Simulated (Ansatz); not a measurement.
A run for Ansatz (a quantum-chemistry and plane-wave program): R-CCSD(T)/cc-pV(D+d)Z on C7H10S (SMILES CCCc1ccsc1). Files ending in .json are basis or fitting sets from the Basis Set Exchange.

Ansatz 0.2 input:
```yaml
crystal:
  periodic: [false, false, false]
  atoms:
    - {symbol: C, position_ang: [1.93838599, 0.63048511, 0.79236712]}
    - {symbol: C, position_ang: [1.65278801, -0.46879106, -0.22545687]}
    - {symbol: C, position_ang: [0.48802776, -0.13297928, -1.17058145]}
    - {symbol: C, position_ang: [-0.82540925, 0.02698208, -0.46071040]}
    - {symbol: C, position_ang: [-1.52279639, -1.04706700, 0.17311596]}
    - {symbol: C, position_ang: [-2.67696922, -0.65396971, 0.78320220]}
    - {symbol: S, position_ang: [-2.94199200, 1.03432066, 0.60050622]}
    - {symbol: C, position_ang: [-1.48880263, 1.21183193, -0.30306989]}
    - {symbol: H, position_ang: [2.18918135, 1.56996331, 0.29301224]}
    - {symbol: H, position_ang: [1.06975338, 0.81546388, 1.42609819]}
    - {symbol: H, position_ang: [2.77622821, 0.36221027, 1.43809811]}
    - {symbol: H, position_ang: [1.43131776, -1.40394218, 0.29701737]}
    - {symbol: H, position_ang: [2.54591839, -0.65634083, -0.82816213]}
    - {symbol: H, position_ang: [0.39942934, -0.92464588, -1.92041624]}
    - {symbol: H, position_ang: [0.71942529, 0.78706626, -1.71343262]}
    - {symbol: H, position_ang: [-1.17487807, -2.07083627, 0.16720677]}
    - {symbol: H, position_ang: [-3.38596528, -1.26128150, 1.32130806]}
    - {symbol: H, position_ang: [-1.19364267, 2.18153020, -0.67010265]}
basis:
  gaussian:
    orbitals: cc-pV_D+d_Z.json
magnetization: {spin_polarized: false}
correlation: {method: ccsd_t, electrons: outside_noble_gas}
scf: {lower_state_search: off}
```

### Question
Give the final energy of this run.

### Answer
-669.6540 hartree (reference determinant -668.4415, T1 diagnostic 0.011).

### Question
How many basis functions does it have, and what does it roughly cost on one machine?

### Answer
171 functions; very roughly 5 core-minutes.
